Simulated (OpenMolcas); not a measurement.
An OpenMolcas run meant for Lu II (ANO-R2, X2C; inactive shells 1s 2s 2p 3s 3p 3d 4s 4p 4d 4f 5s 5p; intended active space 2 electrons in 6 orbitals (5d 6s)). One step of its input:

```
&RASSCF
FileOrb=start.orb
Symmetry=1
Spin=3
nElAct=2 0 0
Inactive=15 19
Ras2=6 0
CIRoot=15 15 1
SDav=15
CIMx=300
Iter=52 100
PrWF=0.3
OrbListing=Nothing
MaxOrb=0
Atom
CIOnly
>>> COPY $Project.JobIph JOB001
```

Lines from the output:

```
--- SEWARD ---
Basis set label: LU.ANO-R...8S6P5D3F1G.

      Electronic valence basis set:
      ------------------
      Associated Effective Charge  71.000000 au
      Associated Actual Charge     71.000000 au
      Nuclear Model: Finite nucleus - Gaussian distribution
        Gaussian exponent, Xi/bohr**(-2):  1.52622E+08

      Shell  nPrim  nBasis  Cartesian Spherical Contaminant
         s      25       8        X
         p      20       6        X
         d      15       5                 X
         f      10       3                 X
         g       5       1                 X
                  Relativistic X2C integrals
                  Atomic mean-field integrals
--- RASSCF ---

 Nr of active orbitals     NAC=   6
 Spin degeneracy         ISPIN=   3
 There can be no such wave function.
 ************************************************
--- Stop Module: rasscf at  /rc=_RC_INPUT_ERROR_ ---
.####################.
.# User input error #.
.####################.
```

Task: What is wrong with the input?

Result: A keyword is misspelt. OpenMolcas reads the first four letters of a keyword, so the setting is refused or falls back to its default.
